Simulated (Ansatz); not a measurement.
```yaml
crystal:
  periodic: [false, false, false]
  atoms:
    - {symbol: C, position_ang: [-0.558471, 0.625805, 0.692362]}
    - {symbol: B, position_ang: [-0.405497, -0.431449, -0.465170]}
    - {symbol: S, position_ang: [0.606744, -2.015206, -0.162226]}
    - {symbol: S, position_ang: [1.424015, -0.531607, -1.319017]}
    - {symbol: H, position_ang: [0.288432, 0.643648, 1.384664]}
    - {symbol: H, position_ang: [-0.714587, 1.637318, 0.306067]}
    - {symbol: H, position_ang: [-1.448129, 0.376795, 1.281120]}
    - {symbol: H, position_ang: [-1.198936, -0.521850, -1.356244]}
    - {symbol: H, position_ang: [2.095028, 0.170046, -0.378555]}
basis:
  gaussian: {orbitals: def2-TZVPD}
total_charge: -1
magnetization: {spin_polarized: true, initial_magnetization: 2}
hamiltonian: {xc: {name: PBE}}
accuracy: high
scf: {lower_state_search: light}
output: {forces: true}
```

```sh
$ ansatz run in.yaml --threads 2 --pin off --events-out ev --progress --plain --max-ram 4352MiB
```

Shortened log:

```
Error: a molecule whose nuclei and cores have a total charge of 48 cannot have a net charge of -1 together with 2 unpaired electrons
```

**Question.** Something in this input is off. What?

**Answer.** The number of unpaired electrons doesn't fit the electron count. The input was rejected before any iteration.
